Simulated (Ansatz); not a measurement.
Ansatz (an electronic-structure program) input (PBE/6-31+G*): A basis named .json is the Basis Set Exchange file of that set (core-valence sets with the plain set on hydrogen).

Ansatz 0.2 input:
```yaml
crystal:
  periodic: [false, false, false]
  atoms:
    - {symbol: H, position_ang: [0.00000000, 0.00000000, 0.00000000]}
basis:
  gaussian:
    orbitals: 6-31+G_.json
hamiltonian:
  xc: {name: PBE}
magnetization: {spin_polarized: true, initial_magnetization: 1}
scf: {lower_state_search: full}
```

Output:

```
Functional definition: PBE
integrals: 0.00 GiB planned
3 factors; integrals over basis functions are off by at most 5.6e-7 eV
mean field: 0.04 GiB planned
mean field evaluation 1: about -13.5364 eV, gradient 1.8e-1 eV
mean field evaluation 2: about -13.5354 eV, gradient 2.0e-1 eV
mean field evaluation 4: about -13.5358 eV, gradient 1.1e-6 eV
mean field evaluation 8: about -13.5364 eV, gradient 1.8e-1 eV
mean field evaluation 16: about -13.5358 eV, gradient 1.6e-6 eV
mean field -13.53578507 eV, -0.4974309263 hartree, gradient 1.6e-6 eV, S^2 0.750000; 2 other end points of the search recorded, 0 dependent functions left out
reference -13.53580425 eV, -0.4974316312 hartree; 1, 0 occupied and 1, 2 virtual orbitals, 3 factors
Total energy: -13.53580425 eV, -0.4974316312 hartree
```
